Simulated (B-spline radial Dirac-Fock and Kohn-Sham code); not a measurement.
**Scattering functions of Sm³⁺**

System: the Sm³⁺ ion, configuration [Xe] 4f4 5d1 (not the ground configuration).

Calculated with a radial finite-basis atomic code, using Dirac-Fock densities. f₀ is the Fourier transform of the spherical electron density, S the Waller-Hartree incoherent function, and s = sin θ/λ.

```tsv
s (Å⁻¹)	f₀	S
0	59.000	0.000
0.05	58.296	0.737
0.1	56.336	2.629
0.15	53.498	5.039
0.2	50.224	7.510
0.25	46.882	9.880
0.3	43.711	12.127
0.35	40.821	14.239
0.4	38.234	16.182
0.45	35.921	17.936
0.5	33.837	19.511
0.6	30.186	22.259
0.7	27.056	24.701
0.8	24.372	26.971
0.9	22.119	29.101
1	20.270	31.096
1.1	18.771	32.950
1.2	17.545	34.652
1.4	15.618	37.574
1.6	14.016	39.900
1.8	12.518	41.778
2	11.089	43.349
2.5	8.113	46.462
3	6.270	48.814
3.5	5.274	50.639
4	4.670	52.084
5	3.726	54.176
6	2.874	55.529
```

f₀ starts at the number of electrons, 59, and has fallen to half at s ≈ 0.62 Å⁻¹. The sum of ⟨r²⟩ over the electrons is 38.93 bohr².
